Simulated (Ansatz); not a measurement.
A nudged elastic band was laid between two geometries of AlBClFH2O (7 atoms, charge 0, multiplicity 1).

The calculation used Ansatz, RKS PBE0/cc-pVDZ.

```
movable images  : 1
climbing image  : yes
spring          : 5.0 eV/Å²
optimiser       : quadratic models (default)
start path      : IDPP
force threshold : 0.05 eV/Å
iteration limit : 60
end points      : relaxed
```

First end point:

```xyz
7
Properties=species:S:1:pos:R:3
O -0.644 1.166 -1.386
Al -0.413 -0.272 -0.469
F -1.190 -1.688 -0.987
B 0.811 -0.294 1.272
Cl 1.638 1.167 1.767
H -1.198 1.177 -2.173
H 0.995 -1.256 1.976
```

Last end point:

```xyz
7
Properties=species:S:1:pos:R:3
O -1.293 1.267 -0.849
Al -0.412 -0.162 -0.465
F -0.744 -1.572 -1.346
B 1.051 -0.122 1.078
Cl 2.139 -1.481 1.277
H -1.951 1.285 -1.550
H 1.211 0.785 1.856
```

Problem. Which bonds break or form, and what moves?

Solution. No bond is made or broken. The dihedral F3–Al2–B4–Cl5 goes from 178 to 11°.

Problem. What energy profile does the band end with?

Solution. The run converged. The highest image is number 0 of 0 to 2, 0.0 kJ/mol above the first end and 0.3 kJ/mol above the last; the last end lies 0.3 kJ/mol below the first. The highest image is an end point: on this band no image between the ends rises above it. So few images can step over the top or miss a turn of the path.

```tsv
image	path coordinate (Å)	energy (kJ/mol)	dihedral F3–Al2–B4–Cl5 (°)
0	0.00	0.0	178
1	1.99	-0.5	95
2	4.05	-0.3	11
```

The run took 30 s on 1 thread of Arm Neoverse V1, with other jobs on the host, peak memory 0.18 GiB.
